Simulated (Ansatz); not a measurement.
Ansatz (an electronic-structure program) input:

Ansatz 0.2 input:
```yaml
crystal:
  periodic: [false, false, false]
  atoms:
    - {symbol: Si, position_ang: [0.20722776, -0.03507700, 0.10999551]}
    - {symbol: Cl, position_ang: [0.18401987, 1.60283391, -1.16528635]}
    - {symbol: Cl, position_ang: [-0.37322208, -1.59340599, -1.13077769]}
    - {symbol: Cl, position_ang: [-1.47921286, 0.27285568, 1.28040426]}
    - {symbol: O, position_ang: [1.50549137, -0.25235303, 0.87404292]}
basis:
  gaussian:
    orbitals: def2-TZVP
hamiltonian:
  xc: b3lyp
  dispersion: d3bj
magnetization: {spin_polarized: true, initial_magnetization: 1}
relax: {f_tol: 0.002, max_steps: 150}
```

Task: Which total energy does the run end on?

Result: -1745.59341 Eh (B3LYP-D3(BJ)/def2-TZVP). The basis has 179 functions.

It need not be the lowest isomer of its formula.
